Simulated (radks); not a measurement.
Results of a calculation; reference values are marked as such.
Problem. The potassium anion K-, [Ar] 4s2, held by a Watson sphere: a shell of charge +0.74 at radius R that stands for the Madelung well of a crystal (potential energy -0.74/R inside, -0.74/r outside, in hartree with lengths in bohr). Code: a radial shooting solver on a logarithmic mesh with Libxc functionals. Model: scalar-relativistic Kohn-Sham, PBEsol, spin-unpolarised, spherical densities, finite nucleus; Fermi nuclear charge, rms radius of each element as measured or else 0.836 A^(1/3) + 0.57 fm. Response by self-consistent Sternheimer equations with the Hartree and adiabatic LDA kernel, the relativistic mass of each level held fixed and spin-orbit coupling left out. The sphere does not respond.

R (bohr)  e(3s) (eV)  e(3p) (eV)  e(4s) (eV)  <r> 4s (bohr)  sum of <r^2> (bohr^2)  X-ray form factor at sin(theta)/lambda = 0.1 1/angstrom  alpha (bohr^3)
2.3          -36.297     -19.849      -2.178          4.513                  66.70                                                   16.973           238.8
2.52         -35.778     -19.346      -2.171          4.536                  67.25                                                   16.959           242.0
3.32         -34.525     -18.101      -2.108          4.694                  70.56                                                   16.899           269.2
3.57         -34.288     -17.860      -2.077          4.761                  71.94                                                   16.880           282.2
3.59         -34.271     -17.843      -2.075          4.767                  72.06                                                   16.878           283.4
5.15         -33.592     -17.144      -1.824          5.235                  82.63                                                   16.773           400.0

Estimate the row for R = 3.48 bohr.

Solution. e(3s) (eV) -34.367; e(3p) (eV) -17.940; e(4s) (eV) -2.089; <r> 4s (bohr) 4.736; sum of <r^2> (bohr^2) 71.43; X-ray form factor at sin(theta)/lambda = 0.1 1/angstrom 16.887; alpha (bohr^3) 277.3.
